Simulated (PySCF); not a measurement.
PySCF 2.14 output of an unrestricted PBE calculation on a single atom or ion in 6-31G* (5s4p2d1f, 34 functions), with the non-relativistic Hamiltonian (point nucleus):

```
SCF conv_tol = 1e-09
number electrons alpha = 15  beta = 12
    J. P. Perdew, K. Burke, and M. Ernzerhof.,  Phys. Rev. Lett. 77, 3865 (1996)
    J. P. Perdew, K. Burke, and M. Ernzerhof.,  Phys. Rev. Lett. 78, 1396 (1997)
    J. P. Perdew, K. Burke, and M. Ernzerhof.,  Phys. Rev. Lett. 77, 3865 (1996)
    J. P. Perdew, K. Burke, and M. Ernzerhof.,  Phys. Rev. Lett. 78, 1396 (1997)
cycle= 1 E= -1382.23489855915  delta_E= -0.0032  |g|= 0.0677  |ddm|= 0.284
cycle= 2 E= -1382.23463323897  delta_E= 0.000265  |g|= 0.0751  |ddm|= 0.0614
cycle= 3 E= -1382.23608484949  delta_E= -0.00145  |g|= 0.0013  |ddm|= 0.0403
cycle= 4 E= -1382.2360858945  delta_E= -1.05e-06  |g|= 2.62e-05  |ddm|= 0.00448
cycle= 5 E= -1382.23608589526  delta_E= -7.64e-10  |g|= 2.19e-06  |ddm|= 0.000113
converged SCF energy = -1382.23608589526  <S^2> = 3.7531812  2S+1 = 4.0015903
```

The run itself started from symmetry-adapted Hartree-Fock orbitals and held the occupation by maximum overlap, on a logarithmic radial grid, so the iterations belong to that start.

Q: Which element, charge and spin multiplicity is this?

A: Co (cobalt, neutral), multiplicity 4; the state was [Ar] 3d7 4s2, high-spin 4F determinant.
